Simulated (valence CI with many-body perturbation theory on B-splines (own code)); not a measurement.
Results of a calculation; reference values are marked as such.
Sensitivity of CI+MBPT for Mo28+

Method: valence CI with perturbative core correlation (CI+MBPT): four valence electrons over a frozen Dirac-Fock core [Ne], radial functions for each j: 6 s, 6 p, 5 d, 3 f, 1 g, with the one-electron correlation potential Σ1, the two-electron term Σ2, the three-electron term Σ3, Breit, model QED; selected CI, second order for the rest (own B-spline code, finite nucleus).

No measured spectrum was set against this ion. As an estimate, large intervals hold to a few tenths of a per cent, small ones and those within an open d or f shell to about a per cent.

The reference run has the lowest level (3s^2 3p1/2^2) J=0 and an ionisation energy of 1535.54 eV. Its largest variational space holds 9999 state functions.

Levels are named by their leading jj configuration (3d3/2^4 stands for four electrons in 3d with j = 3/2), which in mixed levels can hold well under half, so a name can repeat and another be missing. Letters in brackets count levels of one name in rising energy.

Changed runs:
A. scale of Σ2 1 → 0.5
B. highest l in the core sums 6 → 3; three-electron term on → off
C. highest l with Σ1, explicit Σ2 and valence Breit (higher l get mean screening factors) 3 → 1
D. scale of Σ1 1 → 3 (bad on purpose)

Excitation energies of the reference run in cm⁻¹, and shifts in cm⁻¹:

| Level | Reference | A | B | C | D |
| --- | --- | --- | --- | --- | --- |
| (3s^2 3p1/2 3p3/2) J=1 | 161622 | -170 | -81 | +24 | +665 |
| (3s^2 3p1/2 3p3/2) J=2 | 197037 | -85 | -3.6 | +54 | +697 |
| (3s^2 3p3/2^2) J=2 | 385459 | -202 | -4.1 | +51 | +1357 |
| (3s^2 3p3/2^2) J=0 | 469268 | +26 | +239 | -106 | +1362 |
| (3s 3p1/2^2 3p3/2) J=2 | 698275 | -637 | -464 | -299 | -2044 |
| (3s 3p1/2^2 3p3/2) J=1 | 819835 | +44 | -486 | -1557 | -2009 |
| (3s 3p1/2 3p3/2^2) J=2 | 869168 | -498 | -586 | -1674 | -1569 |
| (3s 3p1/2 3p3/2^2) J=3 | 921517 | -415 | -588 | -1599 | -1437 |
| (3s^2 3p1/2 3d3/2) J=2 [a] | 979844 | +132 | -1100 | -10930 | -1710 |
| (3s 3p1/2 3p3/2^2) J=0 | 999397 | -64 | -338 | -1446 | -1450 |
| (3s 3p1/2 3p3/2^2) J=1 [a] | 1018740 | +150 | -397 | -1679 | -1404 |
| (3s^2 3p1/2 3d3/2) J=2 [b] | 1068460 | +482 | -752 | -10390 | -1525 |
| Ionisation energy (eV) | 1535.54 | +0.039 | +0.20 | -0.029 | +1.79 |
